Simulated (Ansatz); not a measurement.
System: C2H5Se, charge 0, doublet. C2H5Se (SMILES [CH2][Se]C, doublet).
B3LYP-D3(BJ)/def2-TZVP minimum from Ansatz (a program for electronic structure):
```xyz
8

C      1.4301    -0.0714     0.7917
Se     0.0494     0.0674    -0.4351
C     -1.4551    -0.1887     0.7940
H      2.4388     0.0182     0.4212
H      1.2242    -0.0513     1.8506
H     -1.3838    -1.1707     1.2546
H     -2.3657    -0.1196     0.2037
H     -1.4437     0.5932     1.5494
```
Charge 0, spin multiplicity 2.

Total energies in cc-pVDZ, 19 correlated electrons, 16 frozen orbitals. Open shells are spin-unrestricted; no spin-orbit coupling. Cores are frozen in correlated methods (noble-gas shells, and filled d and f shells in the p block). No relativity.

```json
[
 {"method": "HF", "program": "Ansatz", "energy (Eh)": "-2478.40866", "minus CCSDT(Q) (mEh)": "443.79"},
 {"method": "MP2", "program": "Ansatz", "energy (Eh)": "-2478.79170", "minus CCSDT(Q) (mEh)": "60.75"},
 {"method": "CCSD", "program": "Ansatz", "energy (Eh)": "-2478.83798", "minus CCSDT(Q) (mEh)": "14.47"},
 {"method": "CCSD(T)", "program": "Ansatz", "energy (Eh)": "-2478.85052", "minus CCSDT(Q) (mEh)": "1.93"},
 {"method": "CCSDT(Q)", "program": "Ansatz", "energy (Eh)": "-2478.85245", "minus CCSDT(Q) (mEh)": "0.00"}
]
```

Rough core times of Ansatz's runs on a shared machine: CCSD(T) under 20 s, CCSDT(Q) 10 min.
